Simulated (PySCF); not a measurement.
Coordinates in bohr (charge 0 multiplicity 1):
```
Zr    0.0000   -0.3468   -0.9907
S     0.0000    0.9007    2.9314
H     2.8593    1.1646   -2.3053
H    -2.8593    1.1646   -2.3053
```

These are results of PBE0/[Zr def2-TZVP with ECP28, S def2-TZVP, H def2-TZVP], scalar-relativistic core potentials, density fitting, no spin–orbit coupling, PySCF, not measurements.

This geometry of H2ZrS is a stationary point at this level.

What is the point group?

Cs.

Is it a minimum?

Yes: all harmonic wavenumbers are real.

What are the dipole moment and the gap between the highest occupied and lowest empty levels?

5.87 D and 4.51 eV.

Give the atomic charges and bond orders.


```
atom  Mulliken  Löwdin  polar tensor  Mayer order to Zr1
 Zr1      0.75    0.13          1.40                   –
  S2     -0.45    0.10         -0.65                2.35
H3,4     -0.15   -0.11         -0.38                0.96
```

Only a few start shapes were tried, so a lower isomer may exist.
